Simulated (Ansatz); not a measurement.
CH5AlGeO (`[CH2]1[O][AlH][GeH2]1`) at its PBE0-D4/def2-TZVP geometry, where that method's forces vanish. Total charge 0; spin multiplicity 1.

```xyz
9

C     0.7799   -0.2782    0.7411
O     1.0085   -1.0514   -0.4406
Al   -0.2069   -0.6086   -1.5769
Ge   -0.8434    0.8367    0.2821
H     1.6538    0.3413    0.9614
H     0.5965   -0.9378    1.5939
H    -0.3370   -1.2198   -3.0301
H    -0.5847    2.3555    0.2913
H    -2.0667    0.5623    1.1778
```

Task: What forces (eV/Å) does r2SCAN-D4/def2-TZVPP give on these atoms in Ansatz 0.2.0? (Estimate.)

Result: The calculation gave: 
```
C1  -0.006  0.150  0.294
O2   0.113 -0.209 -0.234
Al3 -0.051  0.026 -0.033
Ge4 -0.113  0.070 -0.047
H5   0.003 -0.005 -0.008
H6   0.002 -0.007 -0.007
H7   0.011  0.002  0.023
H8  -0.009 -0.050  0.024
H9   0.050  0.022 -0.012
```
